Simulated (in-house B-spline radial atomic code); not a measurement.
A fraction x of an electron is moved 3p → 3d in Ni II (Ni+), starting from [Ar] 3d9 and keeping the highest spin. Method: scalar-relativistic (X2C) RPBE, spin-polarised, spherical fractional occupations, Fermi nucleus of rms radius 3.7757 fm. Calculated with a radial B-spline atomic code at the basis-set limit.

```json
{"x": "0", "E(x) - E(0) (eV)": "0.0000", "3p down level (eV)": "-74.163", "3d down level (eV)": "-12.350"}
{"x": "0.125", "E(x) - E(0) (eV)": "7.7275", "3p down level (eV)": "-74.269", "3d down level (eV)": "-12.442"}
{"x": "0.25", "E(x) - E(0) (eV)": "?", "3p down level (eV)": "?", "3d down level (eV)": "?"}
{"x": "0.375", "E(x) - E(0) (eV)": "23.1875", "3p down level (eV)": "-74.481", "3d down level (eV)": "-12.627"}
{"x": "0.5", "E(x) - E(0) (eV)": "30.9201", "3p down level (eV)": "-74.586", "3d down level (eV)": "-12.719"}
{"x": "0.625", "E(x) - E(0) (eV)": "38.6543", "3p down level (eV)": "-74.691", "3d down level (eV)": "-12.811"}
{"x": "0.75", "E(x) - E(0) (eV)": "46.3901", "3p down level (eV)": "-74.796", "3d down level (eV)": "-12.903"}
{"x": "0.875", "E(x) - E(0) (eV)": "?", "3p down level (eV)": "?", "3d down level (eV)": "?"}
{"x": "1", "E(x) - E(0) (eV)": "61.8668", "3p down level (eV)": "-75.006", "3d down level (eV)": "-13.086"}
```

Question: What belongs in the row x = 0.25?

Answer: An energy change of 15.4566 eV; 3p down at -74.375 eV, 3d down at -12.535 eV.

Question: What belongs in the row x = 0.875?

Answer: An energy change of 54.1277 eV; 3p down at -74.901 eV, 3d down at -12.994 eV.

Question: Check Janak's theorem between x = 0.375 and 0.5.

Answer: The slope of the energy is 61.86 eV; the orbital levels give 61.86 eV (ε of the receiving orbital less ε of the emptying one, averaged over the two points).
